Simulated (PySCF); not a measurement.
CH8N2Si3, SMILES N[Si@@H]1N=C([SiH3])[SiH2]1. Atoms are numbered in the order given.

```xyz
14

N      2.9402     0.7847     0.0343
Si     1.5030     0.1253     0.7055
N      0.4501    -0.9513    -0.3245
C     -0.7249    -0.4059    -0.2636
Si    -2.2429    -1.2190    -1.0693
Si    -0.5453     1.2876     0.6861
H      3.8404     0.3316     0.1557
H      2.9259     1.3833    -0.7848
H      1.9189    -0.6307     1.9193
H     -2.7857    -0.2978    -2.1139
H     -1.9046    -2.5349    -1.6781
H     -3.2993    -1.3939    -0.0267
H     -1.4222     1.5686     1.8678
H     -0.6650     2.4598    -0.2388
```

Geometry: B3LYP-D3(BJ)/def2-SVP. The structure was generated by enumeration; whether it is a known compound was not checked. One conformer was computed; it need not be the lowest.

Computed with PBE/def2-TZVP (PySCF).

Isolated molecule, no solvent.

Computed frontier levels, gap, dipole moment and polarisability:
- highest occupied level: -5.02 eV
- lowest empty level: -2.44 eV
- orbital gap: 2.58 eV
- dipole moment: 1.82 D
- quadrupole, principal values (traceless, Buckingham form, about the centre of nuclear charge): -8.88, -0.94, 9.82 D·Å
- mean static polarisability: 113.7 bohr³ (16.85 Å³)
- polarisability, principal values: 87.9, 111.4, 141.9 bohr³
